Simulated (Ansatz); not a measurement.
Clusters of 5 atoms, IV-VI: binding per atom (eV) at several levels, gas phase, relaxed structures; Ansatz. Clusters are the lowest isomers that short searches found in that spin, judged at the geometry's level. Core potentials for Pb, Sn, Te in the def2 sets, no spin–orbit coupling. Binding counts from free atoms in the multiplicity of their measured ground term, without zero-point energy. The structures are stationary points that may keep the symmetry of their start.

```
species    state            geometry  PBE-D4/def2-TZVP  r2SCAN-D4/def2-TZVP  PBE0-D4/def2-SVP  PBE0-D4/def2-TZVP
 Ge2Te3  singlet   B3LYP-D4/def2-SVP              2.79                 2.60              2.58               2.61
 Pb2Se3  singlet     PBE-D4/def2-SVP              2.94                 2.78              2.73               2.76
 Sn2Te3  singlet    PBE0-D4/def2-SVP              2.72                 2.53              2.53               2.57
  Pb2S3  singlet  r2SCAN-D4/def2-SVP              3.17                 3.00              2.91               2.98
  SnSe4  singlet     PBE-D4/def2-SVP              2.74                 2.57              2.50               2.54
```

Estimate the column for PBE-D4/def2-SVP.

Ge2Te3 2.77; Pb2Se3 2.93; Sn2Te3 2.69; Pb2S3 3.12; SnSe4 2.73.
